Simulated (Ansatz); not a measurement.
Molecule: InBr2 (charge +1, singlet). SMILES of the parent species: [Br][In][Br]
Structure (B3LYP-D3(BJ)/def2-TZVP (Ansatz, a quantum-chemistry and plane-wave program) minimum search):
```xyz
3

In     0.0000     0.0000     0.0000
Br     0.0000     0.0000     2.3685
Br     0.0000     0.0000    -2.3685
```
Charge +1, spin multiplicity 1.

Parts of the frozen-core correlation energy in STO-3G (Ansatz, hartree). Frozen orbitals: 51; correlated occupied orbitals by spin: 8 and 8; virtual: 4 and 4. Spin-orbit coupling is left out. Past Kr the def2 sets carry scalar-relativistic core potentials. STO-3G rows are all-electron and non-relativistic.

```tsv
term	value
reference (HF)	-10772.19051
MP2 opposite-spin	-0.02595
MP2 same-spin	-0.00703
CCSD correlation	-0.04091
(T)	-0.00309
T1 diagnostic	0.018
largest doubles amplitude	0.067
```
